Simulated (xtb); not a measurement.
Input file for xtb: GFN-FF on CH4O (SMILES CO).

```
$ xtb mol.xyz --gfnff --sp --chrg 0 --uhf 0
6

C     -0.14211096     0.33371878     0.00000000
O     -0.13222933    -1.08693234     0.00000000
H     -1.18690914     0.64106540    -0.00000000
H      0.78112306    -1.38933346    -0.00000000
H      0.34006319     0.75079081     0.89118535
H      0.34006319     0.75079081    -0.89118535
```

Program output:

```
[...]
           -------------------------------------------------
          |                Calculation Setup                |
           -------------------------------------------------



          ==================== Thresholds ====================
          CN  :   150.00000
          rep :   500.00000
          disp:  2500.00000
          HB1 :   250.00000
          HB2 :   450.00000

          Pauling EN used:
          Z : 1  EN :  2.20
          Z : 6  EN :  2.55
          Z : 8  EN :  3.44
          electric field strengths (au): 0.000

           -------------------------------------------------
          |           Force Field Initialization            |
           -------------------------------------------------

          distances ...
          ----------------------------------------
          generating topology and atomic info file ...
          pair mat ...
          computing topology distances matrix with Floyd-Warshall algo ...
          making topology EEQ charges ...
          #fragments for EEQ constrain: 1
          ----------------------------------------
          generating topology and atomic info file ...
          pair mat ...
          computing topology distances matrix with Floyd-Warshall algo ...
          making topology EEQ charges ...
          #fragments for EEQ constrain: 1
          rings ...
          # BATM   6
          # H in HB   1

  atom   neighbors  erfCN metchar sp-hybrid imet pi  qest     coordinates
    1  C       4    3.48   0.00         3    0    0   0.048   -0.268551    0.630637    0.000000
    2  O       2    1.91   0.00         3    0    0  -0.432   -0.249877   -2.054004    0.000000
    3  H       1    0.97   0.00         0    0    0   0.051   -2.242933    1.211438   -0.000000
    4  H       1    0.97   0.00         0    0    0   0.232    1.476109   -2.625460   -0.000000
    5  H       1    0.97   0.00         0    0    0   0.051    0.642626    1.418789    1.684096
    6  H       1    0.97   0.00         0    0    0   0.051    0.642626    1.418789   -1.684096

          #atoms :   6
          #bonds :   5
          #angl  :   7
          #tors  :   3
          #nmol  :   1
          #optfrag :   1
           -------------------------------------------------
          |                   G F N - F F                   |
          |          A general generic force-field          |
          |                  Version 1.0.3                  |
           -------------------------------------------------
          Number of HB bonds (bound hydrogen)     0
          Number of HB bonds (unbound hydrogen)   0
          Number of XB bonds                      0

 E+G (total)                   0 d,  0 h,  0 min,  0.000 sec
 distance/D3 list               ...        0 min,  0.000 sec (  0.796%)
 non bonded repulsion           ...        0 min,  0.000 sec ( 20.033%)
 dCN                            ...        0 min,  0.000 sec (  3.376%)
 EEQ energy and q               ...        0 min,  0.000 sec (  9.861%)
 D3                             ...        0 min,  0.000 sec ( 14.584%)
 EEQ gradient                   ...        0 min,  0.000 sec (  9.897%)
 bonds                          ...        0 min,  0.000 sec (  8.546%)
 bend and torsion               ...        0 min,  0.000 sec ( 12.102%)
 bonded ATM                     ...        0 min,  0.000 sec (  4.628%)
 HB/XB (incl list setup)        ...        0 min,  0.000 sec (  8.920%)

         :::::::::::::::::::::::::::::::::::::::::::::::::::::
         ::                     SUMMARY                     ::
         :::::::::::::::::::::::::::::::::::::::::::::::::::::
         :: total energy              -0.759957876790 Eh    ::
Note: The following floating-point exceptions are signalling: IEEE_UNDERFLOW_FLAG IEEE_DENORMAL
normal termination of xtb
         :: gradient norm              0.032126424926 Eh/a0 ::
         ::.................................................::
         :: bond energy               -0.741398909184 Eh    ::
         :: angle energy               0.000968189001 Eh    ::
         :: torsion energy             0.000001300775 Eh    ::
         :: repulsion energy           0.042699486660 Eh    ::
         :: electrostat energy        -0.061243072353 Eh    ::
         :: dispersion energy         -0.000980887146 Eh    ::
         :: HB energy                  0.000000000000 Eh    ::
         :: XB energy                  0.000000000000 Eh    ::
         :: bonded atm energy         -0.000003984542 Eh    ::
         :: external energy            0.000000000000 Eh    ::
         :: add. restraining           0.000000000000 Eh    ::
         :: total charge              -0.000000000000 e     ::
         :::::::::::::::::::::::::::::::::::::::::::::::::::::

           -------------------------------------------------
          |                Property Printout                |
           -------------------------------------------------

molecular dipole:
                 x           y           z       tot (Debye)
 q only:        0.422       0.487      -0.000       1.639

           -------------------------------------------------
          | TOTAL ENERGY               -0.759957876790 Eh   |
          | GRADIENT NORM               0.032126424926 Eh/α |
           -------------------------------------------------
########################################################################
[WARNING] Runtime exception occurred
-1- gfnff_setup: Could not read topology file.
########################################################################

------------------------------------------------------------------------
------------------------------------------------------------------------
 total:
 SCF:
```

The run finished.

Cost: very roughly 0.020 core-seconds.
